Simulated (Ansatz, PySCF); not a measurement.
RbF, SMILES [F][Rb]. Atoms are numbered in the order given.

```xyz
2

Rb     0.0000     0.0000    -0.5145
F      0.0000     0.0000     1.8538
```

Geometry optimised at B3LYP-D3(BJ)/def2-TZVPD. The def2 effective core potentials stand for the cores of Rb; spin–orbit coupling is left out.

Two levels are set side by side: PBE-D3(BJ)/def2-TZVPD (Ansatz, a first-principles code) and B3LYP-D3(BJ)/def2-TZVPD (Ansatz). Each level has its own optimised geometry; the coordinates shown are those of the second. Frequencies come from the Hessian of PySCF at each geometry. Differences are taken from unrounded values.

```
quantity                            B3LYP-D3(BJ)  PBE-D3(BJ)  PBE-D3(BJ) minus B3LYP-D3(BJ)
----------------------------------  ------------  ----------  -----------------------------
bond Rb1–F2 (Å)                            2.368       2.369                          0.000
highest harmonic wavenumber (cm⁻¹)           354         348                             -6
mean harmonic wavenumber (cm⁻¹)              354         348                             -6
zero-point energy (kcal/mol)                0.51        0.50                          -0.01
```

On these quantities the two levels nearly agree.
